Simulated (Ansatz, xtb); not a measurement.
System: Si$_{2}$H$_{3}$, charge 1, multiplicity 1. SMILES of the parent species: [Si][SiH3]
Coordinates optimised at B3LYP-D3(BJ)/def2-TZVP (Ansatz, a quantum-chemistry and plane-wave program):
```
Si
H 1 1.4807
H 1 1.4807 2 113.90
H 1 1.4807 2 113.90 3 -132.93
Si 1 2.4099 2 104.57 4 -113.54
```
Charge +1, spin multiplicity 1.

Harmonic wavenumbers from GFN2-xTB (xtb, at its own minimum), cm⁻¹: 301, 301, 319, 681, 731, 731, 2229, 2239, 2239.

Task: Give the harmonic wavenumbers at B3LYP-D3(BJ)/def2-TZVP (Ansatz, finite differences of forces, unscaled).

Result: 265, 265, 376, 797, 898, 898, 2212, 2241, 2241 cm⁻¹. Zero-point energy 14.6 kcal/mol.

Task: From these and the geometry, give the ideal-gas thermochemistry at 298.15 K and 1 atm (rigid rotor, harmonic oscillator).

Result: Point group C3v, rotational symmetry number 3. Rotational constants 81.37, 5.506, 5.506 GHz. S(trans) 38.16, S(rot) 20.21, S(vib) 4.81, S(elec, spin only) 0.00, S 63.2 cal/(mol K). H(298) - H(0) 3.28 kcal/mol; G - E(el) -1.0 kcal/mol.
